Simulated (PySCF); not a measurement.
**Radial density of Be³⁺ (beryllium, charge +3)**

M06-2X, 1s1, 2S determinant. Computed with PySCF 2.14 in x2c-TZVPall (5s3p1d, 19 functions), with scalar relativity by spin-free X2C-1e.

| r (bohr) | 4πr²ρ (e/bohr) | 4πr²(ρα − ρβ) |
| --- | --- | --- |
| 0.00661 | 0.01110 | 0.0111 |
| 0.0111 | 0.03028 | 0.0303 |
| 0.0187 | 0.07984 | 0.0798 |
| 0.0314 | 0.2029 | 0.2029 |
| 0.0529 | 0.4797 | 0.4797 |
| 0.0889 | 1.008 | 1.0082 |
| 0.150 | 1.733 | 1.7332 |
| 0.252 | 2.139 | 2.1392 |
| 0.423 | 1.527 | 1.5270 |
| 0.712 | 0.4447 | 0.4447 |
| 1.20 | 0.03254 | 0.0325 |
| 2.01 | 1.929e-05 | 0.0000 |

Densities and radii are taken from the X2C orbitals without a picture-change correction, which distorts them close to the nucleus.

For one electron the Hartree and exchange-correlation energies should cancel; what remains is the self-interaction error.
